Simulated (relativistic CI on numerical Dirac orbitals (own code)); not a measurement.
## Slater and spin-orbit integrals, Pm22+

Calculated at this level of theory: Dirac-Coulomb-Breit CI, separate exchange-only KLI orbitals for each configuration, a model potential for QED, unscaled Slater integrals (own radial code, finite nucleus).

Slater integrals F^k, G^k are unscaled and averaged over j, outside the closed core [Ar] 3d10; ζ comes from projecting the Hamiltonian with its Breit term on Σ l·s of the shell.

- 4s2 4p6 4d3: F^2(4d,4d) = 171410, F^4(4d,4d) = 116460, ζ(4d) = 18943 cm⁻¹; <r>(4d) = 0.59, <r^2>(4d) = 0.3975 (bohr units).
- 4s2 4p5 4d4: ζ(4p) = 159980, F^2(4d,4d) = 171400, F^4(4d,4d) = 116450, F^2(4p,4d) = 174710, G^1(4p,4d) = 219440, G^3(4p,4d) = 139730, ζ(4d) = 18866 cm⁻¹; <r>(4p) = 0.5735, <r^2>(4p) = 0.3716, <r>(4d) = 0.5899, <r^2>(4d) = 0.3975 (bohr units).
- 4s2 4p6 4d2 4f: F^2(4d,4d) = 171330, F^4(4d,4d) = 116400, ζ(4d) = 18947, F^2(4d,4f) = 169810, F^4(4d,4f) = 111310, G^1(4d,4f) = 185930, G^3(4d,4f) = 125080, G^5(4d,4f) = 91020, ζ(4f) = 2287.9 cm⁻¹; <r>(4d) = 0.5903, <r^2>(4d) = 0.3979, <r>(4f) = 0.5832, <r^2>(4f) = 0.3883 (bohr units).

(1) Give the Racah parameters of the d shell in 4s2 4p6 4d3.

Averages of the first 10 configurations, taken without configuration mixing, which lowers the lowest level and can move excited configurations by several eV; other configurations of the list can lie among them:

```json
{"Configuration": "4s2 4p6 4d3", "Parity": "even", "States": "120", "Average energy above the lowest level (eV)": "13.7"}
{"Configuration": "4s2 4p5 4d4", "Parity": "odd", "States": "1260", "Average energy above the lowest level (eV)": "141.5"}
{"Configuration": "4s2 4p6 4d2 4f", "Parity": "odd", "States": "630", "Average energy above the lowest level (eV)": "151.0"}
{"Configuration": "4s 4p6 4d4", "Parity": "even", "States": "420", "Average energy above the lowest level (eV)": "236.8"}
{"Configuration": "4s 4p6 4d3 4f", "Parity": "odd", "States": "3360", "Average energy above the lowest level (eV)": "372.5"}
{"Configuration": "4s2 4p6 4d2 5s", "Parity": "even", "States": "90", "Average energy above the lowest level (eV)": "225.0"}
{"Configuration": "4s2 4p6 4d2 5p", "Parity": "odd", "States": "270", "Average energy above the lowest level (eV)": "261.8"}
{"Configuration": "4s2 4p6 4d 4f 5s", "Parity": "odd", "States": "280", "Average energy above the lowest level (eV)": "362.7"}
{"Configuration": "4s2 4p6 4d2 5d", "Parity": "even", "States": "450", "Average energy above the lowest level (eV)": "315.2"}
{"Configuration": "4s2 4p5 4d3 5s", "Parity": "odd", "States": "1440", "Average energy above the lowest level (eV)": "351.9"}
```

Results:

(1) B = F²/49 − 5F⁴/441 = 2178 cm⁻¹ and C = 35F⁴/441 = 9243 cm⁻¹.
